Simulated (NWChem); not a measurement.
System: SnH2Cl2; SMILES [SnH2]([Cl])[Cl]

Here is an NWChem input.

```
start job
memory heap 200 mb stack 900 mb global 1100 mb
geometry units angstroms noautoz
  Sn     0.000000     0.000000    -0.571460
  Cl    -1.883717     0.000000     0.822973
  Cl     1.883717     0.000000     0.822973
  H      0.000000     1.463662    -1.439096
  H      0.000000    -1.463662    -1.439096
end
basis spherical
  * library def2-svpd
end
ecp
  Sn library def2-ecp
end
dft
  xc b3lyp
  iterations 150
end
tddft
  cis
  nroots 6
  notriplet
end
task tddft energy
```

Excerpt of the output:

```
             Northwest Computational Chemistry Package (NWChem) 7.3.0
             --------------------------------------------------------

 C2V symmetry detected

                             Geometry "geometry" -> ""
                             -------------------------

 Output coordinates in angstroms (scale by  1.889725989 to convert to a.u.)

  No.       Tag          Charge          X              Y              Z
 ---- ---------------- ---------- -------------- -------------- --------------
    1 Sn                  50.0000     0.00000000     0.00000000    -0.53110988
    2 Cl                  17.0000    -1.88371700     0.00000000     0.86332312
    3 Cl                  17.0000     1.88371700     0.00000000     0.86332312
    4 H                    1.0000     0.00000000     1.46366200    -1.39874588
    5 H                    1.0000     0.00000000    -1.46366200    -1.39874588

 Effective nuclear repulsion energy (a.u.)     466.6618105768

      Symmetry information
      --------------------

 Group name             C2v
 Group number             16
 Group order               4
 No. of unique centers     3

                                 NWChem DFT Module
                                 -----------------

 Summary of "ao basis" -> "ao basis" (spherical)
 ------------------------------------------------------------------------------
       Tag                 Description            Shells   Functions and Types
 ---------------- ------------------------------  ------  ---------------------
 Sn                        def2-svpd                12       32   5s4p3d
 Cl                        def2-svpd                11       27   5s4p2d
 H                         def2-svpd                 4        8   2s2p

      Symmetry analysis of basis
      --------------------------

        a1         40
        a2         13
        b1         28
        b2         21

            General Information
            -------------------
          SCF calculation type: DFT
          Wavefunction type:  closed shell.
          No. of atoms     :     5
          No. of electrons :    58
           Alpha electrons :    29
            Beta electrons :    29
          Charge           :     0
          Spin multiplicity:     1
          Use of symmetry is: off; symmetry adaption is: on
          Maximum number of iterations: 150
          AO basis - number of functions:   102
                     number of shells:    42
          Convergence on energy requested:  1.00D-06
          Convergence on density requested:  1.00D-05
          Convergence on gradient requested:  5.00D-04

              XC Information
              --------------
                         B3LYP Method XC Potential
                     Hartree-Fock (Exact) Exchange  0.200
                        Slater Exchange Functional  0.800 local
                    Becke 1988 Exchange Functional  0.720 non-local
              Lee-Yang-Parr Correlation Functional  0.810
                  VWN I RPA Correlation Functional  0.190 local

             Grid Information
             ----------------
          Grid used for XC integration:  medium
          Radial quadrature: Mura-Knowles
          Angular quadrature: Lebedev.
          Tag              B.-S. Rad. Rad. Pts. Rad. Cut. Ang. Pts.
          ---              ---------- --------- --------- ---------
          Sn                  1.45      123          11.0       590
          Cl                  1.00       88          13.0       590
          H                   0.35       45          11.0       434
          Grid pruning is: on
          Number of quadrature shells:   389
          Spatial weights used:  Erf1

      Superposition of Atomic Density Guess
      -------------------------------------

 Sum of atomic energies:       -1168.75045647

      Non-variational initial energy
      ------------------------------

 Total energy =   -1133.317834
 1-e energy   =   -2113.872810
 2-e energy   =     746.260749
 HOMO         =      -0.365467
 LUMO         =      -0.007841

      Symmetry analysis of molecular orbitals - initial
      -------------------------------------------------

  Numbering of irreducible representations:

     1 a1          2 a2          3 b1          4 b2

  Orbital symmetries:

[...]

                                NWChem TDDFT Module
                                -------------------

            General Information
            -------------------
           No. of orbitals :     204
            Alpha orbitals :     102
             Beta orbitals :     102
        Alpha frozen cores :       0
         Beta frozen cores :       0
     Alpha frozen virtuals :       0
      Beta frozen virtuals :       0
         Spin multiplicity :       1
    Number of AO functions :     102
        Use of symmetry is : off
      Symmetry adaption is : on
         Schwarz screening :  0.10D-07

              XC Information
              --------------
                  B3LYP Method XC Potential
              Hartree-Fock (Exact) Exchange   0.20
                 Slater Exchange Functional   0.80 local
             Becke 1988 Exchange Functional   0.72 non-local
       Lee-Yang-Parr Correlation Functional   0.81
           VWN I RPA Correlation Functional   0.19 local

             TDDFT Information
             -----------------
          Calculation type : Tamm-Dancoff TDDFT
         Wavefunction type : Restricted singlets
          No. of electrons :      58
           Alpha electrons :      29
            Beta electrons :      29
              No. of roots :       6
          Max subspacesize :    5200
            Max iterations :     100
               Target root :       1
           Target symmetry : none
      Symmetry restriction : off
                 Algorithm : Optimal
        Davidson threshold :  0.10D-03

    6 smallest eigenvalue differences (eV)
--------------------------------------------------------
  No. Spin  Occ  Vir  Irrep   E(Occ)    E(Vir)   E(Diff)
--------------------------------------------------------
    1    1   29   30 b2       -0.322    -0.076     6.676
    2    1   28   30 b1       -0.326    -0.076     6.808
    3    1   27   30 a2       -0.332    -0.076     6.962
    4    1   26   30 a1       -0.334    -0.076     7.023
    5    1   29   31 a2       -0.322    -0.044     7.559
    6    1   28   31 a1       -0.326    -0.044     7.691
--------------------------------------------------------

  Entering Davidson iterations
  Restricted singlet excited states

  Iter   NTrls   NConv    DeltaV     DeltaE      Time
  ----  ------  ------  ---------  ---------  ---------
    1      6       0     0.73E-01   0.10+100       11.8
    2     12       0     0.23E-01   0.95E-02        8.6
    3     18       0     0.72E-02   0.96E-03        8.9
    4     24       1     0.19E-02   0.96E-04        9.0
    5     29       2     0.54E-03   0.84E-05        7.9
    6     33       4     0.13E-03   0.44E-06        7.0
    7     35       6     0.72E-04   0.27E-07        6.2
  ----  ------  ------  ---------  ---------  ---------
  Convergence criterion met

  Ground state a1      -1135.794012893695 a.u.

  ----------------------------------------------------------------------------
  Root   1 singlet b2             0.210997474 a.u.                5.7415 eV
  ----------------------------------------------------------------------------
     Transition Moments    X -0.00000   Y  0.50172   Z  0.00000
     Dipole Oscillator Strength                    0.0354086123
     Electric Quadrupole                           0.0000000739
     Magnetic Dipole                               0.0000001937
     Total Oscillator Strength                     0.0354088799

     Occ.   23  b2  ---  Virt.   30  a1      -0.11924
     Occ.   23  b2  ---  Virt.   32  a1       0.05495
     Occ.   27  a2  ---  Virt.   31  b1       0.06737
     Occ.   29  b2  ---  Virt.   30  a1      -0.97509
     Occ.   29  b2  ---  Virt.   32  a1      -0.14058
  ----------------------------------------------------------------------------
  Root   2 singlet b1             0.214286540 a.u.                5.8310 eV
  ----------------------------------------------------------------------------
     Transition Moments    X  0.44004   Y  0.00000   Z  0.00000
     Dipole Oscillator Strength                    0.0276628947
     Electric Quadrupole                           0.0000000186
     Magnetic Dipole                               0.0000000221
     Total Oscillator Strength                     0.0276629354

     Occ.   24  b1  ---  Virt.   30  a1      -0.12003
     Occ.   26  a1  ---  Virt.   31  b1       0.21776
     Occ.   28  b1  ---  Virt.   30  a1      -0.96458
  ----------------------------------------------------------------------------
  Root   3 singlet a2             0.215550706 a.u.                5.8654 eV
  ----------------------------------------------------------------------------
     Transition Moments    X -0.00000   Y -0.00000   Z -0.00000
     Dipole Oscillator Strength                    0.0000000000
     Electric Quadrupole                           0.0000000296
     Magnetic Dipole                               0.0000000300
     Total Oscillator Strength                     0.0000000596

     Occ.   27  a2  ---  Virt.   30  a1      -0.98693
     Occ.   27  a2  ---  Virt.   32  a1      -0.05395
     Occ.   29  b2  ---  Virt.   31  b1       0.13436
  ----------------------------------------------------------------------------
  Root   4 singlet a1             0.220804063 a.u.                6.0084 eV
  ----------------------------------------------------------------------------
     Transition Moments    X  0.00000   Y  0.00000   Z -0.45420
     Dipole Oscillator Strength                    0.0303672485
     Electric Quadrupole                           0.0000000189
     Magnetic Dipole                               0.0000000000
     Total Oscillator Strength                     0.0303672674

[...]
```

Level: B3LYP/def2-SVPD with def2 effective core potentials on Sn, TDA. Structure relaxed at the PBE0/def2-SVP level. Not confirmed as a minimum by frequencies. def2 effective core potentials on Sn; no spin-orbit coupling.
